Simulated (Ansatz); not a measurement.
Total energies of the cluster Pb2Se3 (the lowest singlet isomer of a short search) from Ansatz at PBE0-D4/def2-TZVP, gas phase (1 Eh = 27.2114 eV = 2625.5 kJ/mol). The reference geometry is relaxed at PBE-D4/def2-SVP.

```xyz
5

Pb    1.109    1.056   -1.027
Pb   -1.180   -0.387    1.363
Se   -0.780   -1.137   -1.434
Se    1.078   -1.672    0.023
Se   -0.227    2.140    1.075
```

| state | geometry | energy (Eh) |
| --- | --- | --- |
| charge 0 singlet | reference | -7589.79665 |
| charge 1 doublet | reference | -7589.51935 |
| charge 1 doublet | relaxed at PBE-D4/def2-SVP | -7589.52474 |
| charge 0 triplet | relaxed at PBE-D4/def2-SVP | -7589.75273 |
| charge 0 quintet | relaxed at PBE-D4/def2-SVP | -7589.66229 |
| free Pb atom (triplet) | – | -192.83692 |
| free Se atom (triplet) | – | -2401.20505 |

In the def2 sets Pb takes a core potential; there is no spin–orbit coupling.

Problem. Work out the vertical ionisation energy to the doublet.

Solution. E(charge 1 doublet) − E(charge 0 singlet) = -7589.51935 − (-7589.79665) = 0.27730 Eh = 7.55 eV. For comparison, −ε of the highest occupied level is 6.00 eV at this level, 1.55 eV less.

Problem. How much does the charge 1 doublet relax, and what is the adiabatic ionisation energy?

Solution. Relaxation: -7589.51935 − (-7589.52474) = 0.00539 Eh = 0.15 eV. Adiabatic ionisation energy: 0.27191 Eh = 7.40 eV, without zero-point energy. 

Problem. Which of the charge 0 states is lowest, and how far above it are the others?

Solution. The singlet. triplet: -7589.75273 − (-7589.79665) = 0.04392 Eh = 115.3 kJ/mol; quintet: -7589.66229 − (-7589.79665) = 0.13436 Eh = 352.8 kJ/mol. The triplet differs in its bonds from the reference. The quintet differs in its bonds from the reference.

Problem. What is the binding energy per atom against free atoms?

Solution. Atoms: 2 × (-192.83692) + 3 × (-2401.20505) = -7589.28899 Eh. Binding: -7589.28899 − (-7589.79665) = 0.50766 Eh = 13.81 eV, or 2.76 eV for each of 5 atoms (no zero-point energy, no counterpoise term).

The structure comes from a short search, and lower isomers may exist.
